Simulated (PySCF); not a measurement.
Pb₂Te: breathing scan

Level of theory: PySCF, PBE0, basis Te def2-SVP with ECP28, Pb def2-SVP with ECP60 (scalar-relativistic core potentials, no spin–orbit coupling, density fitting).

Rigid scan from the singlet minimum (Pb–Pb 3.073 Å, Te–Pb 2.842 Å (×2); Pb–Pb–Te 57.3° (×2), Pb–Te–Pb 65.4°). Coordinate: all bonds to the central atom scaled together. Energies in kJ/mol from the minimum.

```
scale of all bonds to the centre  E (kJ/mol)  dipole size (D)
                            0.88       175.4             1.00
                            0.92        67.3             1.55
                            0.96        14.6             2.10
                            1.00         0.0             2.63
                            1.04        11.3             3.15
                            1.08        39.9             3.64
                            1.14       102.7             4.34
                            1.22       203.6             5.19
                            1.35       370.7             6.36
```

At long bonds a restricted determinant can lie too high, and another spin state can fall below this curve.

With an element this heavy the missing spin–orbit coupling can shift these numbers.

Other isomers or separated fragments may lie lower.

The scan took 16 s on 2 threads of a shared Arm Neoverse N1 host; the process peaked at 0.74 GiB. Launch command: `OMP_NUM_THREADS=2 python axn.py task.json out`.
